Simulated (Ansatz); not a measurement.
Calculated with Ansatz (gas phase, PBE0-D4/def2-TZVP geometries, no zero-point term in ΔE). CBS: MP2 limit from def2 TZ/QZ plus the TZ coupled-cluster correction, frozen cores. This one scheme is used for every species. For Ge outer-core shells are correlated without core-valence functions, which leaves a few kJ/mol of doubt a bond. Scalar relativity is left out up to krypton.

Reaction (ligand exchange at the Si–Cl bond): `F[SiH](Cl)[GeH3]` + H–F → `F[SiH](F)[GeH3]` + HCl

| species | CCSD(T)/CBS(def2) energy (Eh) |
| --- | --- |
| `F[SiH](Cl)[GeH3]` | -2927.27769 |
| H–F | -100.39570 |
| `F[SiH](F)[GeH3]` | -2567.30741 |
| HCl | -460.38127 |

Work out ΔE.

ΔE = (-2567.30741) + (-460.38127) − (-2927.27769) − (-100.39570) = -0.01529 Eh = -9.6 kcal/mol.

What do rigid-rotor, harmonic-oscillator terms from PBE0-D4/def2-TZVP frequencies (298.15 K, 1 bar) make of the CCSD(T)/CBS value? (Estimate.)

Ansatz gave: ΔZPE = -0.9 kcal/mol, ΔH = -10.7 kcal/mol, ΔS = 1 J/(mol·K), ΔG = -10.8 kcal/mol.

Largest T1 diagnostic among the species: 0.012.

The D4 term adds +1.4 kcal/mol with B3LYP and +0.8 kcal/mol with PBE0; it sums over pairs of atoms, weighted by their polarisabilities, and B3LYP, whose exchange is more repulsive, gets the larger term. Leaving LDA and LC-ωPBE aside and taking each functional with its dispersion term where it has one, the values, not all of them listed here, spread over 4.5 kcal/mol, from CAM-B3LYP-D4 to revPBE-D4. In def2-TZVPP, CCSD(T) changes the Hartree–Fock value by +2.7 kcal/mol (the triples alone add +0.6 kcal/mol) and MP2 by +4.0 kcal/mol.

B3LYP here is the variant with VWN-RPA as its local correlation; programs differ in this.
